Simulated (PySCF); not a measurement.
Below is a simulated gas-phase C 1s photoelectron spectrum of `c1pc(C#N)co1`.

Every computed line was given a Gaussian of 0.4 eV full width at half maximum and an area set by the number of equivalent atoms; the highest printed point is 100. Method used: PySCF, delta-SCF UKS SCAN, pcX-2 on the ionised atom, pcseg-1 elsewhere, spin-free X2C.

binding energy (eV), intensity and a bar:
```
    291.3          0 
    291.4          1 
    291.5          3 #
    291.6         11 ###
    291.7         25 #######
    291.8         42 #############
    291.9         53 ################
    292.0         57 #################
    292.1         66 ####################
    292.2         86 ##########################
    292.3        100 ##############################
    292.4         91 ###########################
    292.5         65 ####################
    292.6         49 ###############
    292.7         48 ##############
    292.8         50 ###############
    292.9         42 #############
    293.0         25 ########
    293.1         11 ###
    293.2          3 #
    293.3          1 
    293.4          0
```

Count the maxima, the lines and the sites behind this envelope.

The curve has 2 maxima (at 292.3 and 292.8 eV). Under it lie 4 lines from 4 inequivalent carbon sites. At this width some lines have no maximum of their own.

Decompose the envelope and assign each component. Numbering: `[N:1]#[C:2][c:3]1[cH:4][o:5][cH:6][p:7]1`.

| position (eV) | relative area | line | atoms | environment |
| --- | --- | --- | --- | --- |
| 291.90 | 1 | C 1s | C3 | substituted aromatic carbon |
| 292.32 | 1 | C 1s | C2 | nitrile carbon |
| 292.32 | 1 | C 1s | C6 | aromatic CH next to a ring oxygen |
| 292.80 | 1 | C 1s | C4 | aromatic CH next to a ring oxygen |

What are the centre and the root-mean-square width of the whole band?

The area-weighted mean of the lines is 292.34 eV. Their own spread about it is 0.32 eV (rms) and each Gaussian has σ = 0.4/2.355 = 0.17 eV; the variances add, which gives 0.36 eV.

The listed C 1s values span 0.90 eV, from C3 (bonded to C (aromatic in the SMILES), C and P (aromatic in the SMILES)) to C4 (bonded to O (aromatic in the SMILES), C (aromatic in the SMILES) and H). The widest gap between neighbouring values is 0.48 eV, between 292.32 and 292.80 eV. Summing the Pauling electronegativity differences to the bonded atoms, each weighted by its formal bond order, gives -0.54 for the lowest site and +0.99 for the highest; the largest sum, +1.47, belongs to C2, 0.48 eV below the top. The values 292.32 and 292.32 eV lie too close for their order to be trusted.

Shake-up satellites, vibrational structure and lifetime widths aren't simulated. Isolated species at its GFN2-xTB geometry, gas phase.
